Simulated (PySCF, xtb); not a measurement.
Te(Et)(OH) (C₂H₆OTe), SMILES CC[Te]O. One conformer was computed; it need not be the lowest.

Harmonic wavenumbers (cm⁻¹) from GFN2-xTB (xtb) at its own minimum, in rising order: 49, 156, 227, 249, 255, 517, 535, 713, 934, 969, 1007, 1078, 1226, 1233, 1409, 1449, 1493, 1502, 3003, 3010, 3017, 3024, 3028, 3616.

Q: What does PBE-D3(BJ)/def2-SVP (PySCF) give at its own minimum? (The exact figures need the calculation; the answer reports its results.)

A: 65, 165, 249, 271, 384, 476, 561, 699, 916, 948, 977, 1038, 1159, 1200, 1331, 1389, 1408, 1432, 2962, 2997, 3046, 3058, 3076, 3686. Paired by order, the mean absolute difference is 42 cm⁻¹ and the zero-point energies are 48.2 and 47.9 kcal/mol.
